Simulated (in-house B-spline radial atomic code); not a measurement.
# Br¹⁰⁺: [Ar] 3d7 (with a hole in an inner shell)

Computed with an all-electron radial atomic-structure program (B-spline basis): Dirac-Hartree-Fock, average of configuration, Fermi nucleus of rms radius 4.1629 fm.

Screening seen three ways: the hydrogenic charge with the same mean radius, Z_r = [3n² - l(l+1)]/(2<r>), the one with the same energy, Z_e = n√(-2ε), and Slater's rules. Values are occupation-weighted means over j. An effective charge above Z reflects the relativistic contraction of the inner shells.

```
shell  electrons   ε (eV)  <r> (bohr)    Z_r    Z_e  Slater
   1s          2   -13807     0.04273  35.10  31.86   34.70
   2s          2    -2067      0.1884  31.84  24.65   30.85
   2p          6  -1846.8       0.165  30.30  23.30   30.85
   3s          2  -494.95      0.5309  25.43  18.09   23.75
   3p          6  -421.09      0.5362  23.31  16.69   23.75
   3d          7  -306.84      0.5236  20.05  14.25   14.90
```

The least bound orbital is 3d5/2 at -306.3 eV, while the most diffuse is 3p3/2 (<r> = 0.539 bohr against 0.5247 bohr): energy order and size order differ.

Spin-orbit splittings of the orbital energies (j = l + 1/2 above j = l - 1/2 when positive): 2p 47.99 eV, 3p 7.869 eV, 3d 1.325 eV.

For the 1s electron the small component carries 1.61 % of the norm, the zero-frequency Breit interaction raises the level by 21.6 eV, self-energy by 11.38 eV, and vacuum polarisation lowers it by 1.161 eV.
